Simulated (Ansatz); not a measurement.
Hf₂B₂. Charge 0, multiplicity 5. Geometry r2SCAN-D4/def2-TZVP; atoms count from 1.

| atom | x (Å) | y (Å) | z (Å) |
| --- | --- | --- | --- |
| Hf1 | 0.814 | 1.104 | -0.751 |
| Hf2 | -1.396 | 0.316 | 0.628 |
| B3 | -0.071 | -0.919 | -0.638 |
| B4 | 0.653 | -0.501 | 0.761 |

In the def2 sets Hf takes a core potential; there is no spin–orbit coupling. At PBE0-D4/def2-TZVP a broken-symmetry singlet of charge 0 lies 0.21 eV below the quintet, each at its own geometry. The structure comes from a short search, and lower isomers may exist.

Problem. Estimate the Mulliken populations from the PBE0/def2-TZVP orbitals of Ansatz.

Solution. 
```
atom  charge (e)  spin (α − β)  d electrons
 Hf1        0.13          1.72         2.46
 Hf2        0.13          1.72         2.46
  B3       -0.13          0.28            –
  B4       -0.13          0.28            –
```
Mulliken values and Mayer orders depend strongly on the basis.

Problem. Where does the spin sit?

Solution. Summed by element: Hf 3.44, B 0.56, of 4 unpaired in all. Largest on single atoms: Hf1 1.72, Hf2 1.72, B3 0.28.

Problem. And the Mayer bond orders between bonded heavy atoms (over 0.3)?

Solution. Hf1–Hf2 1.92 (2.72 Å); Hf1–B3 1.21 (2.21 Å); Hf1–B4 1.21 (2.21 Å); Hf2–B3 1.21 (2.21 Å); Hf2–B4 1.21 (2.21 Å); B3–B4 1.12 (1.63 Å).
